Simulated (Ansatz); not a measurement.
One change: `O[SiH2]O[SiH2]S` becomes `O[SiH2]OC=S`.

Ansatz, PBE0-D4/def2-TZVP geometries, multiplicity 1. Each molecule was computed in one conformer, which needn't be the lowest.

| property | `O[SiH2]O[SiH2]S` |
| --- | --- |
| HOMO–LUMO gap (PBE/def2-TZVPP) / eV | 5.90 |
| ideal-gas entropy at 298 K and 1 bar (rigid rotor, harmonic PBE0-D4/def2-TZVP) / J/(mol·K) | 383 |
| LUMO energy (ωB97M-V/def2-TZVPP) / eV | 1.78 |
| HOMO–LUMO gap (PBE0/def2-TZVPP) / eV | 8.05 |
| LUMO energy (PBE/def2-TZVPP) / eV | -0.86 |
| zero-point energy (PBE0-D4/def2-TZVP) / kJ/mol | 168.8 |

Give the same properties after the change, and the shifts. (Best estimate.)

The calculation gave: 
| property | `O[SiH2]OC=S` | shift |
| --- | --- | --- |
| HOMO–LUMO gap (PBE/def2-TZVPP) / eV | 2.82 | -3.08 |
| ideal-gas entropy at 298 K and 1 bar (rigid rotor, harmonic PBE0-D4/def2-TZVP) / J/(mol·K) | 350 | -33 |
| LUMO energy (ωB97M-V/def2-TZVPP) / eV | 0.46 | -1.32 |
| HOMO–LUMO gap (PBE0/def2-TZVPP) / eV | 4.98 | -3.07 |
| LUMO energy (PBE/def2-TZVPP) / eV | -2.65 | -1.79 |
| zero-point energy (PBE0-D4/def2-TZVP) / kJ/mol | 139.9 | -28.9 |

With PBE0 the HOMO rises by 1.31 eV and the LUMO falls by 1.76 eV, so the gap narrows by about 3.07 eV. PBE moves the HOMO by 1.30 eV and ωB97M-V by 1.31 eV. The zero-point energy changes by -28.9 kJ/mol with -6 modes. Modes under 60 cm⁻¹, often nearly free rotors, make the harmonic entropy too high.
